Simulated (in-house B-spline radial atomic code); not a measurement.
Configurations of Gd2+, with energies counted from [Xe] 4f7 5d1. Method: scalar-relativistic (X2C) BP86, spin-polarised, spherical fractional occupations, Fermi nucleus of rms radius 5.1569 fm. Calculated with an all-electron radial atomic-structure program (B-spline basis). Shells without spins written out take the highest spin.

Occupations are held fixed; configurations that lie above the ionisation limit could autoionise.

```json
{"configuration": "[Xe] 4f(7 up, 1 down)", "E - E(ref) (eV)": "-1.5777", "highest orbital": "4f down", "its <r> (bohr)": "0.9681"}
{"configuration": "[Xe] 4f(1 up, 6 down) 5d(0 up, 1 down)", "E - E(ref) (eV)": "4.5889", "highest orbital": "5d down", "its <r> (bohr)": "2.32"}
{"configuration": "[Xe] 4f7 6p1", "E - E(ref) (eV)": "5.2313", "highest orbital": "6p up", "its <r> (bohr)": "3.951"}
{"configuration": "[Xe] 4f7 6f1", "E - E(ref) (eV)": "14.902", "highest orbital": "6f up", "its <r> (bohr)": "9.606"}
{"configuration": "[Xe] 4f(5 up, 2 down) 6d(1 up, 0 down)", "E - E(ref) (eV)": "18.087", "highest orbital": "6d up", "its <r> (bohr)": "5.629"}
{"configuration": "[Kr] 4d10 4f7 5s2 5p5 5d1 6p1", "E - E(ref) (eV)": "29.61", "highest orbital": "6p up", "its <r> (bohr)": "3.823"}
{"configuration": "[Kr] 4d10 4f7 5s2 5p5 5d1 6d1", "E - E(ref) (eV)": "35.344", "highest orbital": "6d up", "its <r> (bohr)": "5.448"}
{"configuration": "[Kr] 4d9 4f7 5s2 5p6 5d1 6f1", "E - E(ref) (eV)": "161.49", "highest orbital": "6f up", "its <r> (bohr)": "9.229"}
```

Problem. Order these further configurations by energy, lowest first.
A. [Kr] 4d9 4f7 5s2 5p6 5d1 6s1
B. [Kr] 4d(5 up, 4 down) 4f(6 up, 2 down) 5s2 5p6 5d(0 up, 1 down)
C. [Xe] 4f6 5d1 6f1
D. [Xe] 4f(5 up, 2 down) 5d(1 up, 0 down)
E. [Kr] 4d10 4f7 5s2 5p5 5d1 6s1

Solution. D (7.692 eV), E (24.686 eV), C (27.719 eV), B (143.67 eV), A (146.31 eV).

Problem. How far above the reference does [Xe] 4f6 5d1 5f1 lie?

Solution. 25.049 eV; its least bound orbital is 5f up with <r> = 5.313 bohr.

Problem. How far above the reference does [Xe] 4f(2 up, 5 down) 6f(1 up, 0 down) lie?

Solution. 22.454 eV; its least bound orbital is 6f up with <r> = 9.672 bohr.

Problem. How far above the reference does [Kr] 4d10 4f7 5s2 5p5 5d1 6f1 lie?

Solution. 39.73 eV; its least bound orbital is 6f up with <r> = 9.274 bohr.

Problem. Is the reference the lowest configuration at this level of theory?

Solution. No: [Xe] 4f(7 up, 1 down) lies 1.578 eV lower with this functional.
